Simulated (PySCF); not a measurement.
Trends in electronic spectra. Method: TDDFT CAM-B3LYP/def2-SVPD, vertical, gas phase, core orbitals frozen in the response in PySCF 2.14.0, density-fitted response routines. Geometries: GFN2-xTB; one conformer of each isolated species. Triplets are in the Tamm–Dancoff approximation.

Problem. Rank by computed lowest singlet excitation energy, highest first.
A. `CC1=CC(F)=C(F)C=C1`
B. `C=NN=C`
C. `C#C[C@@]1(F)CC=C1CF`
D. `C1=C(Cl)[SiH2]C(=C1)C#C`
E. `COC(F)F`

Solution. E (8.60 eV), C (6.08 eV), A (5.35 eV), B (4.90 eV), D (3.63 eV).

```
               SMILES  S1 (eV)  HOMO (eV)  LUMO (eV)  T1 (eV)  α (au)  first f ≥ 0.01 (nm)    S1 mainly
              COC(F)F     8.60     -10.61       1.21     8.38    33.6                  144    H→L (92%)
  C#C[C@@]1(F)CC=C1CF     6.08      -9.09       0.49     4.27    77.9                  189  H-1→L (52%)
      Cc1ccc(F)c(F)c1     5.35      -8.40       0.38     4.09    79.8                  232    H→L (72%)
               C=NN=C     4.90      -8.42       0.54     3.85    46.3                  253    H→L (65%)
C#CC1=CC=C(Cl)[SiH2]1     3.63      -7.57      -1.20     2.04   114.1                  342    H→L (96%)
```

H and L stand for HOMO and LUMO.
